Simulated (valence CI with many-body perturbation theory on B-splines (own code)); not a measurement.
## Au VI: E2, M1 decay

Level of theory: relativistic CI+MBPT: six valence electrons over a frozen Dirac-Fock core [Xe] 4f14, radial functions for each j: 7 s, 7 p, 8 d, 6 f, 4 g, 1 h, with the one-electron correlation potential Σ1 (screened to all orders), the two-electron term Σ2, the three-electron term Σ3, Breit, model QED; selected single and double excitations, second order for the rest, scaled by the run's own slope (own B-spline code, finite nucleus).

No measured levels were compared; by estimate terms of the open shell hold to 2 to 4 % of their energy, and close levels can change places; different configurations can be misplaced against each other by 1,000 to 8,000 cm⁻¹. Among the levels kept, up to 870 cm⁻¹ of a level comes from second order outside the variational space, and about a tenth of that is noise between levels of different J, which matters for small intervals. Only levels of the ground parity were solved; by the run's estimate the other parity begins above the list, which can be wrong where configurations are misplaced.

Lines 1 to 50 of 119 in falling wavelength, among levels below 64345 cm⁻¹, chosen from the decays that carry over 1 % of a level's rate. Wavelengths and rates use the calculated energies, so an error of 2000 cm⁻¹ moves a line at 1863 nm by 37 % and its rate by three times that or more. Electric multipoles are in the length gauge, E1 and E2 with the static RPA response of the core. Weak lines are less certain than strong ones. Lines between different terms over intervals too small for the method are left out, as are lines whose strength nearly cancels. The highest levels of a list are the least certain.

Names give the largest LS component (configuration and term), which can be under half, so a name can repeat, a term be missing and a line seem to break the LS rules; names also repeat where a configuration has a term twice. Letters in brackets count levels of one name in rising energy.

```tsv
λ vac (nm)	Upper	Lower	Type	A (s⁻¹)	Branch %
4131	5d6 5D_3	5d6 5D_2 [a]	M1	3.60e-01	1.4
2611	5d6 3H_5	5d6 3H_4 [b]	M1	8.37e-01	1.4
2070	5d6 3G_3	5d6 3G_4	M1	2.33e+00	3.1
1863	5d6 3G_5	5d6 3H_4 [a]	M1	1.83e+00	19.4
1655	5d6 5D_0	5d6 5D_2 [a]	E2	7.01e-04	100.0
1609	5d6 5D_1	5d6 5D_2 [a]	M1	1.43e+01	100.0
1528	5d6 3D_1	5d6 3F_2 [a]	M1	1.02e+00	1.4
1523	5d6 3P_0	5d6 3D_1	M1	2.45e+00	5.4
1431	5d6 3H_4 [b]	5d6 3F_3	M1	2.56e+00	2.4
1430	5d6 5D_2 [a]	5d6 5D_4	E2	4.08e-04	100.0
1231	5d6 1F_3	5d6 3G_4	M1	1.04e+00	1.8
1215	5d6 3D_2	5d6 3F_2 [a]	M1	2.13e+00	4.5
1101	5d6 3H_4 [a]	5d6 5D_3	M1	1.33e+00	2.1
1062	5d6 5D_3	5d6 5D_4	M1	2.51e+01	98.6
1058	5d6 3D_1	5d6 5D_2 [b]	M1	1.38e+01	18.2
1052	5d6 3D_2	5d6 3F_3	M1	5.52e+00	11.7
1005	5d6 3F_3	5d6 3H_4 [a]	M1	1.04e+01	15.5
1004	5d6 1D_2	5d6 3G_3	M1	2.35e+00	1.7
941.8	5d6 1F_3	5d6 3H_4 [b]	M1	1.14e+00	2.0
932.3	5d6 3P_1 [a]	5d6 3D_2	M1	1.88e+01	12.1
897.9	5d6 3D_2	5d6 5D_2 [b]	M1	9.27e-01	2.0
891.6	5d6 1G_4	5d6 3D_3	M1	1.88e+00	1.8
864.1	5d6 3H_4 [b]	5d6 3G_5	M1	3.89e+00	3.7
851.9	5d6 3D_3	5d6 3F_3	M1	3.55e+00	2.9
823.7	5d6 1G_4	5d6 3H_5	M1	2.25e+00	2.2
805.4	5d6 3P_1 [a]	5d6 3D_1	M1	1.60e+01	10.3
797.8	5d6 1D_2	5d6 3D_3	M1	5.00e+00	3.6
767.1	5d6 3P_1 [a]	5d6 1S_0	M1	7.29e+00	4.7
767.0	5d6 3G_3	5d6 3F_2 [a]	M1	1.27e+01	16.8
747.8	5d6 3D_3	5d6 5D_2 [b]	M1	2.23e+01	18.1
742.0	5d6 1G_4	5d6 3G_4	M1	6.62e+00	6.4
734.9	5d6 5D_2 [b]	5d6 5D_1	M1	2.99e+01	20.9
711.0	5d6 3G_4	5d6 3G_5	M1	2.58e+01	38.0
702.7	5d6 3P_1 [b]	5d6 3P_0	M1	2.27e+01	5.6
698.8	5d6 3G_3	5d6 3F_3	M1	2.78e+01	36.9
672.1	5d6 3H_5	5d6 3H_6	M1	3.71e+01	60.3
649.3	5d6 3H_5	5d6 3G_5	M1	2.06e+01	33.5
627.2	5d6 3G_3	5d6 5D_2 [b]	M1	5.02e+00	6.7
626.9	5d6 3F_2 [b]	5d6 1F_3	M1	4.60e+01	22.8
626.4	5d6 3F_4	5d6 1F_3	M1	1.58e+01	6.9
626.2	5d6 1G_4	5d6 3H_4 [b]	M1	1.96e+01	18.9
612.3	5d6 1F_3	5d6 3F_2 [a]	M1	1.21e+00	2.2
607.5	5d6 1D_2	5d6 3D_1	M1	7.21e+00	5.2
605.6	5d6 3F_2 [a]	5d6 5D_1	M1	1.02e+00	1.3
590.3	5d6 3H_4 [b]	5d6 3H_4 [a]	M1	7.86e+01	73.8
574.6	5d6 5D_2 [b]	5d6 5D_3	M1	9.58e+01	66.9
568.1	5d6 1F_3	5d6 3F_3	M1	1.99e+00	3.5
540.7	5d6 3H_4 [a]	5d6 5D_4	M1	6.09e+01	97.9
527.5	5d6 3P_1 [a]	5d6 3F_2 [a]	M1	2.96e+01	19.0
525.3	5d6 3F_3	5d6 5D_3	M1	1.71e+01	25.4
```
